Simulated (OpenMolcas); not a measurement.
# Mn2+, Tc2+, Re2+: d⁵ down the group

```
Program             : OpenMolcas
Method              : SS-CASPT2, IPEA 0.25 Eh, imaginary shift 0.1 Eh
Basis               : ANO-R3
Scalar Hamiltonian  : X2C, finite nucleus
Spin-orbit coupling : RASSI with atomic mean-field integrals over the reference wave functions, term energies averaged over their components
```

Active space for each ion: 5 electrons in 6 orbitals (d s); closed shells correlated by CASPT2: Mn2+ 3s 3p; Tc2+ 4s 4p; Re2+ 5s 5p.

Computed levels in cm-1 above ⁶S_5/2:

```tsv
Level	Mn2+	Tc2+	Re2+
⁴G_7/2	26660	19990	17680
⁴G_11/2	26660	20060	18730
⁴G_9/2	26670	20100	19210
²I_11/2	39230	29640	27630
²I_13/2	39280	30020	30180
²F_7/2(1)	42670	33710	31810
⁴F_5/2	43390	33140	31580
²H_11/2	46820	37020	39560
²S_1/2	54920	41110	38690
weight of ⁶S in the lowest level (%)	100	99	89
```

Mixed levels, with the weight of the term that names them: Mn2+ ⁴F_5/2 (63 %), Re2+ ⁴G_7/2 (67 %), Re2+ ²I_11/2 (75 %), Re2+ ²F_7/2(1) (56 %), Re2+ ⁴F_5/2 (64 %), Re2+ ²H_11/2 (56 %), Re2+ ²S_1/2 (56 %).

Measured, with the error of the calculation in %. Measured levels: Mn2+ from Corliss and Sugar, J. Phys. Chem. Ref. Data 6, 1253 (1977); Re2+ from the list in Brasseur, Gamrath and Quinet, At. Data Nucl. Data Tables 157, 101636 (2024).

| Level | Mn2+ | Re2+ |
| --- | --- | --- |
| ⁴G_7/2 | 26860 (-0.8) | 16890 (+4.7) |
| ⁴G_11/2 |  | 18020 (+4.0) |
| ⁴G_9/2 |  | 18346 (+4.7) |
| ²I_11/2 | 39174 (+0.1) | 26170 (+5.6) |
| ²I_13/2 | 39176 (+0.3) | 28588 (+5.6) |
| ²F_7/2(1) | 42606 (+0.1) |  |
| ⁴F_5/2 | 43669 (-0.6) | 30302 (+4.2) |
| ²H_11/2 | 46671 (+0.3) |  |

Without spin-orbit coupling ⁴G lies 26660, 20030, 18190 cm-1 above ⁶S in that order; the difference to the level ⁴G_7/2, of either sign, comes from spin-orbit coupling, which also lowers the zero.

CASPT2 does not keep the components of a term degenerate, so their means are used; among the terms shown or strongly mixed into the levels shown the widest spread is 200 cm-1 (3d⁵ ⁴F, Mn2+). Over all roots computed the reference weight is 0.87 to 0.94 in Mn2+; the roots of lowest weight are the least certain, and an intruder state may touch them. Terms from blocks run as CI alone lack orbitals of their own. Some high roots are left out of the spin-orbit mixing, which shifts the levels that they would mix with (holds for Tc2+; Re2+). Configurations are named by rounded mean occupations; where the s occupation lies near a half they are strongly mixed, a name can repeat and a true partner stay unpaired (holds for Tc2+; Re2+). Measured partners are found by configuration, term and J. A level has none where our copy of the source lacks it or the pairing is in doubt (some pairs that miss far off the trend of their configuration count as doubtful), and it then counts in no deviation. Only configurations of the active space appear.

A number in round brackets counts repeated terms of one configuration in the order of the reference energies.
